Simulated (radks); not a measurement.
The numbers below are computed, except where a source is named.
Charge is removed step by step from the 2p1/2 level of the argon ion Ar12+, starting from [He] 2s2 2p(1/2: 2, 3/2: 0). Level of theory: Dirac Kohn-Sham, PBEsol, spin-unpolarised, spherical densities, point nucleus (a radial shooting solver on a logarithmic mesh with Libxc functionals).

removed (e)  E - E(0) (eV)  eigenvalue (eV)  E minus straight line (eV)
0                    0.000          -648.54                       0.000
0.125               81.600          -657.07                      -3.766
0.25                164.27          -665.63                      -6.463
0.375               248.01          -674.22                      -8.089
0.5                 332.82          -682.84                      -8.638
0.625               418.72          -691.50                      -8.108
0.75                505.70          -700.18                      -6.493
0.875               593.77          -708.89                      -3.792
1                   682.92          -717.63                       0.000

Removing the whole electron costs 682.92 eV by Delta-SCF, against 648.54 eV from minus the eigenvalue at the starting occupation. Slater's transition state (half an electron removed) gives 682.84 eV. Integrating minus the eigenvalue over the occupation (Janak's theorem) gives 682.92 eV. The mean slope of the eigenvalue, de/dn, is 69.1 eV per electron. Ionisation energy of Ar12+ in the NIST Atomic Spectra Database: 685.5 eV (semi-empirical).

Beside tabulated values, note that spin-unpolarised runs miss the spin-polarisation part of the exchange energy of open shells.
